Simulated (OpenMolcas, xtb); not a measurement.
## How methods differ on GeH3O2F (SMILES [OH][GeH]([OH])[F])

GeH3O2F has 7 atoms, charge 0, and is taken as a singlet. As SMILES, `[OH][GeH]([OH])[F]`. The shape is that of a PBE0-D4/def2-TZVP optimisation. This is one conformer, not always the lowest.

Quantity: the vertical energy of the triplet above the singlet, in eV. The values are calculated.

```csv
level,kind,program,value (eV)
GFN0-xTB,semi-empirical,xtb,6.25
HF/def2-SVP,Hartree–Fock,OpenMolcas,7.35
BLYP/def2-SVP,GGA,OpenMolcas,6.66
revPBE/def2-SVP,GGA,OpenMolcas,6.80
TPSS/def2-SVP,meta-GGA,OpenMolcas,6.93
BHLYP/def2-SVP,global hybrid,OpenMolcas,7.60
```

All-electron rows without a relativistic Hamiltonian named are non-relativistic. The values span 6.25 to 7.60 eV. The xTB rows lack spin polarisation, so open shells miss the exchange term that lowers them. A triplet this far above the singlet is often a Rydberg-like or dissociative state; sets without diffuse functions put Rydberg states too high.
